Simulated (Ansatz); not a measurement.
C2H6ClFHfIN (`C[N](C)[Hf]([F])([Cl])[I]`). Total charge 0; spin multiplicity 1. Hf, I takes the def2 core potential. Geometry: relaxed with PBE0-D4/def2-TZVP. It is one conformer, not always the lowest.

```xyz
13

C    -0.298   -1.112   -0.867
N    -0.196   -0.039    0.102
C    -1.416    0.199    0.836
Hf    1.558    0.883    0.207
F     1.412    2.115    1.638
Cl    3.208   -0.755    0.578
I     1.931    2.132   -2.193
H    -0.544   -2.064   -0.381
H    -1.063   -0.892   -1.621
H     0.650   -1.255   -1.400
H    -2.234    0.475    0.159
H    -1.725   -0.697    1.389
H    -1.282    1.010    1.554
```

(1) What is the dipole moment at B3LYP/def2-TZVPP? (Estimate.)

(2) And with PBE, r2SCAN, ωB97M-V? (Best estimate.)

(3) Give the Mulliken charges with B3LYP, r2SCAN, PBE in def2-TZVPP. (An estimate is asked.)

Results:

(1) Ansatz gave: 3.27 D, with components (-2.92, -1.45, 0.19) D in this frame, pointing from negative to positive charge.

(2) Ansatz gave: PBE 3.28 D, r2SCAN 3.34 D, ωB97M-V 3.22 D.

(3) The calculation gave: 
```json
{"atom": "C1", "B3LYP": "-0.14", "r2SCAN": "-0.02", "PBE": "-0.14"}
{"atom": "N2", "B3LYP": "-0.27", "r2SCAN": "-0.30", "PBE": "-0.19"}
{"atom": "C3", "B3LYP": "-0.16", "r2SCAN": "-0.03", "PBE": "-0.17"}
{"atom": "Hf4", "B3LYP": "0.84", "r2SCAN": "0.85", "PBE": "0.70"}
{"atom": "F5", "B3LYP": "-0.32", "r2SCAN": "-0.32", "PBE": "-0.27"}
{"atom": "Cl6", "B3LYP": "-0.28", "r2SCAN": "-0.29", "PBE": "-0.26"}
{"atom": "I7", "B3LYP": "-0.25", "r2SCAN": "-0.26", "PBE": "-0.24"}
{"atom": "H8", "B3LYP": "0.10", "r2SCAN": "0.06", "PBE": "0.10"}
{"atom": "H9", "B3LYP": "0.10", "r2SCAN": "0.07", "PBE": "0.10"}
{"atom": "H10", "B3LYP": "0.09", "r2SCAN": "0.06", "PBE": "0.09"}
{"atom": "H11", "B3LYP": "0.10", "r2SCAN": "0.06", "PBE": "0.09"}
{"atom": "H12", "B3LYP": "0.10", "r2SCAN": "0.06", "PBE": "0.09"}
{"atom": "H13", "B3LYP": "0.10", "r2SCAN": "0.06", "PBE": "0.10"}
```

B3LYP here is the variant with VWN-RPA as its local correlation; programs differ in this.
